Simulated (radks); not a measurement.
Question: Tb2+, configuration [Xe] 4f9. Method: scalar-relativistic Kohn-Sham, PBE, spin-unpolarised, spherical densities, finite nucleus; Fermi nuclear charge, rms radius 5.06 fm; hard spherical wall at 4 bohr; computed with a radial shooting solver on a logarithmic mesh with Libxc functionals. Some entries of the table are withheld. Estimate them.

orbital,occ.,eigenvalue (eV),<r^2> (bohr^2)
1s,2,-51864.40,0.0006317
2s,2,(1),0.009889
2p,6,-7651.179,0.007987
3s,2,-1918.853,0.06546
3p,6,-1623.647,(2)
3d,10,-1238.872,0.05507
4s,2,-390.0179,0.3311
4p,6,-292.8458,0.3745
4d,10,-159.4368,0.4524
5s,2,-60.5017,1.978
5p,6,-37.7952,2.690
4f,9,-15.6358,1.024
5d,0,-10.8548,4.474
6s,0,-5.8295,6.479
6p,0,4.2490,6.751

Answer: 
(1) 2s eigenvalue (eV): -8608.164
(2) 3p <r^2> (bohr^2): 0.06569
